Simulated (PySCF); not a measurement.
One of the candidates below gave these computed data.

All candidates are C3H8O2SSi2.

* Polarisability: 108.6 au [CAM-B3LYP/def2-SVPD]
* Dipole: 1.62 D [CAM-B3LYP/def2-SVPD]
* UV, strongest line: among the 8 lowest singlet transitions: S4 at 6.75 eV (184 nm, f = 0.204) [TDDFT CAM-B3LYP/def2-SVPD]
* Triplet: lowest triplet excitation (Tamm–Dancoff): 4.12 eV [TDA CAM-B3LYP/def2-SVPD]
* 13C NMR: chemical shifts (computed TMS as zero) by class: 169.0 (1 C), 127.0 (1 C), 70.4 (1 C) ppm [GIAO PBE0/pcSseg-1]
* Rotational structure: rotational constants A, B, C: 1.561, 0.869, 0.718 GHz [GFN2-xTB]
* NMR, other nuclei: isotropic shieldings of nuclei other than C and H, by class: 215 (1 O), 265 (1 O), 372 (1 Si), 387 (1 Si), 681 (1 S) ppm [GIAO PBE0/pcSseg-1]
* UV, first state: lowest singlet excitation: 6.02 eV (206 nm, f = 0.026) [TDDFT CAM-B3LYP/def2-SVPD]
* 1H NMR: chemical shifts (computed TMS as zero) by class: 5.85 (1 H), 5.82 (1 H), 5.18 (3 H), 4.76 (1 H), 4.71 (1 H), 0.95 (1 H) ppm [GIAO PBE0/pcSseg-1]

Gas-phase values; electronic properties from PySCF, density fitting. Levels stand in brackets. Isolated species at its GFN2-xTB geometry (one conformer only). GFN2-xTB frequencies show an imaginary mode (24i cm⁻¹), so this geometry is no minimum at that level. Each NMR value is the plain mean over a class of atoms that symmetry, rotation or inversion makes alike.

**Question.** Which candidate is it?
A. `COC1=CO[SiH2][SiH2]S1`
B. `C=C1CO[Si@]1(S)O[SiH3]`
C. `CS[C@@H]1[SiH2]O[SiH2]C1=O`

**Answer.** B. It is `C=C1CO[Si@]1(S)O[SiH3]`. Numbering: `[CH2:1]=[C:2]1[CH2:3][O:4][Si@:5]1([SH:6])[O:7][SiH3:8]`. Its formula, C3H8O2SSi2, gives 2 degrees of unsaturation: 1 ring and 1 π bond in the structure found. 3 carbons fall into 3 classes; from least to most shielded: fully substituted alkene carbon [C2] (169.0 ppm), terminal =CH2 carbon [C1] (127.0 ppm), ring sp3 carbon bound to oxygen [C3] (70.4 ppm). Hydrogen classes from least to most shielded: 1 H on a terminal =CH2 carbon, C1 (5.85 ppm), 1 H on a terminal =CH2 carbon, C1 (5.82 ppm), 3 H on an oxygen-bound silicon, Si8 (5.18 ppm), 1 H on an sp3 carbon bound to oxygen, C3 (4.76 ppm), 1 H on an sp3 carbon bound to oxygen, C3 (4.71 ppm), 1 H on a sulfur bonded to Si and H, S6 (0.95 ppm). The other shieldings belong to: 215 ppm, silyl ether oxygen [O4]; 265 ppm, siloxane oxygen [O7]; 372 ppm, oxygen-bound silicon [Si5]; 387 ppm, oxygen-bound silicon [Si8]; 681 ppm, sulfur bonded to Si and H [S6]. The optimised geometry has point group C1 and is an asymmetric top.

The others, at the same levels:
- `COC1=CO[SiH2][SiH2]S1` fails: its computed 13C shifts are 143.1 (1 C), 138.9 (1 C), 56.7 (1 C) ppm, 1H shifts are 7.18 (1 H), 5.42 (2 H), 4.77 (2 H), 3.80 (3 H) ppm and rotational constant A is 2.144 GHz (against 1.561 GHz).
- `CS[C@@H]1[SiH2]O[SiH2]C1=O` fails: its computed 13C shifts are 211.5 (1 C), 45.6 (1 C), 20.4 (1 C) ppm, 1H shifts are 5.54 (1 H), 5.41 (1 H), 5.17 (1 H), 4.72 (1 H), 1.93 (3 H), 1.80 (1 H) ppm and rotational constant A is 1.814 GHz (against 1.561 GHz).

Each candidate is one conformer, not necessarily the lowest. The conformers computed, where there is a choice (atom-mapped SMILES and torsion angles):
- `[CH2:1]=[C:2]1[CH2:3][O:4][Si@:5]1([SH:6])[O:7][SiH3:8]`: O4–Si5–O7–Si8 140°, H–S6–Si5–O4 34°
- `[CH3:1][O:2][C:3]1=[CH:4][O:5][SiH2:6][SiH2:7][S:8]1`: C1–O2–C3–C4 -146°

The conformers of `CS[C@@H]1[SiH2]O[SiH2]C1=O` aren't listed.
